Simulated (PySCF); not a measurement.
# How exact exchange moves a shielding

Molecule: SMILES BC(=C)[SiH2]C, C3H9BSi.

Geometry:
```csv
atom,x (Å),y (Å),z (Å)
B1,1.094,1.465,0.731
C2,0.950,0.085,0.045
C3,1.963,-0.325,-0.753
Si4,-0.580,-0.981,0.302
C5,-2.126,-0.077,-0.269
H6,0.234,1.910,1.460
H7,2.090,2.129,0.538
H8,1.959,-1.289,-1.279
H9,2.851,0.302,-0.911
H10,-0.712,-1.318,1.755
H11,-0.412,-2.261,-0.461
H12,-3.024,-0.695,-0.114
H13,-2.254,0.860,0.295
H14,-2.061,0.172,-1.339
```

GIAO shieldings (ppm, equivalent atoms averaged) in PySCF 2.14 on the PBE0-D3(BJ)/def2-SVP geometry, basis pcSseg-1, gas phase, non-relativistic:

```csv
functional,exact exchange (%),σ(B1),σ(Si4)
BLYP,0,17.3,358.1
BP86,0,20.7,367.8
PBE,0,18.8,368.5
B3LYP,20,21.9,371.1
mPW1PW91,25,25.8,382.9
BHandHLYP,50,29.1,390.0
HF,100,44.0,422.9
```

Q: Fit each shielding as a line in the percentage of exact exchange.

A: σ(B1) = 18.5 + 0.25 x (rms 1.4 ppm); σ(Si4) = 364.2 + 0.57 x (rms 4.1 ppm). The functionals also differ in their semilocal parts, which the line can't hold; Hartree–Fock has no correlation at all.

Q: What does the line predict for PBE0 (25 %), and what does the run give?

A: σ(B1): 24.8 predicted, 25.0 computed; σ(Si4): 378.4 predicted, 384.3 computed ppm.
